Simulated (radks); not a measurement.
Spherical quantum dot in the effective-mass picture: electrons in a hard-walled sphere of radius 2.46, all in effective atomic units (hartree* = m*/eps^2 hartree, bohr* = eps/m* bohr), one dielectric constant everywhere. Calculated with a radial shooting solver with Libxc functionals: non-relativistic Kohn-Sham, PBEsol, spin-polarised, spherical densities. Levels are named by radial order and angular momentum (1s, 1p, 1d, 2s, ...), and open shells are averaged over m.

N = 22, configuration 1s2 1p6 1d10 1f(up 4, down 0). This is the lowest configuration that the search found. Occupied and some empty levels:

level    occupation  eigenvalue (hartree*)  <r> (bohr*)
1s up             1                 12.490        1.566
1s down           1                 12.558        1.555
1p up             3                 12.990        1.662
1p down           3                 13.066        1.657
1d up             5                 13.799        1.734
1d down           5                 13.881        1.731
1f up             4                 14.876        1.790
1f down           0                 14.962        1.789
2s up             0                 15.169        1.122
2s down           0                 15.196        1.124
1g up             0                 16.198        1.837
1g down           0                 16.287        1.836
2p up             0                 16.669        1.292
2p down           0                 16.706        1.292
2d up             0                 18.422        1.404
2d down           0                 18.468        1.403

Energy (hartree*): total 175.563, kinetic 60.089, external 0, Hartree 130.02, exchange-correlation -14.541.
